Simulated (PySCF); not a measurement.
**Shifts of the heteroatoms**

Atoms are numbered as in `[CH3:1][Si:2]([CH3:3])([CH3:4])[CH:5]([F:6])[F:7]`. Hydrogens are named by the atom that carries them.

PySCF 2.14 calculation with GFN2-xTB structure and NMR shieldings at PBE0/pcSseg-1/GIAO; no solvent, non-relativistic Hamiltonian, one computed conformer, rapidly exchanging positions averaged.

Q: Where does 19F resonate?

A: 
```
atoms              environment  σ (ppm)  δ (ppm)
F6/F7  fluorine of a CF2 group    333.1   -139.9
```

Shieldings were converted by a linear fit to measured shifts: 19F (scatter 6.0 ppm rms, 7.0 ppm with the 5 outliers that the fit left out vs CFCl3, solution or neat liquid, with a term for F on sp3 carbon). Occasional misses reach two or three times the rms, and more in compound classes unlike the fitted ones.

On a 500 MHz spectrometer 19F resonates near 470.5 MHz, so 1 ppm is 470.5 Hz.

Q: Where does 29Si resonate?

A: 
```
atoms            environment  σ (ppm)  δ (ppm)
  Si2  silicon bonded to 4 C    350.4     -8.1
```

Shieldings were converted by a linear fit to measured shifts: 29Si (scatter 8.9 ppm rms, 25.8 ppm with the 6 outliers that the fit left out vs TMS, solution or neat liquid). A few per cent of atoms miss by over 2 rms, more outside the fitted compound classes.

On a 400 MHz spectrometer 29Si resonates near 79.5 MHz, so 1 ppm is 79.5 Hz.
